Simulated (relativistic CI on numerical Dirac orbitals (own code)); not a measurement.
## Forbidden lines of Se³⁰⁺

Calculated at this level of theory: Dirac-Coulomb-Breit CI, orbitals from a KLI potential per configuration, QED by a radiative potential, unscaled Slater integrals (own radial code, finite nucleus).

CI space (outside the closed core 1s2): 2s2, 2s 2p, 2p2, 2p 3s, 2p 3p, 2s 3s, 2s 3p, 2s 3d, 2s 4s, 2s 4p, 2s 4d, 2s 4f, 2s 5s, 3s2, 2s 5p, 2s 5d, 2s 5f, 2s 5g, 3s 3p, 3p2. Levels of other configurations are missing.

```
λ vac (nm)            Lower             Upper  Type   A (s⁻¹)  E lower (Ry)  E upper (Ry)
   0.63119  2s 2p 3P°_0 [2]  2s 3p 3P°_2 [16]    E2  5.01e+09         4.316       148.690
   0.63411  2s 2p 3P°_1 [3]  2s 3p 3P°_2 [16]    E2  1.03e+10         4.981       148.690
   0.64740  2s 2p 3P°_2 [4]  2s 3p 3P°_2 [16]    E2  8.54e+09         7.931       148.690
   0.65229  2s 2p 3P°_2 [4]  2s 3p 3P°_0 [13]    E2  2.46e+10         7.931       147.634
   0.66275  2s 2p 1P°_1 [5]  2s 3p 3P°_2 [16]    E2  9.06e+08        11.192       148.690
    30.884  2s 2p 3P°_1 [3]   2s 2p 3P°_2 [4]    M1  4.16e+05         4.981         7.931
```

Terms are leading LS components. Brackets give the number of a level in order of energy, since labels repeat. The list gives strong lines, with weight on those to low levels, among the lowest 66 of 76 levels, so that lines to higher ones, which can be the strongest, are missing. Levels whose partners in the same complex of configurations lie outside the list can be far off, and so can their lines. Rates are taken at the computed energies, electric ones in the length gauge.

At this charge energies of transitions that change n are usually good to better than 1 %, and those within a shell (Δn = 0) to a few per cent.

LS names give the leading component of a level, which can be under half, so a name can repeat, a term be missing and a line seem to break the LS rules.
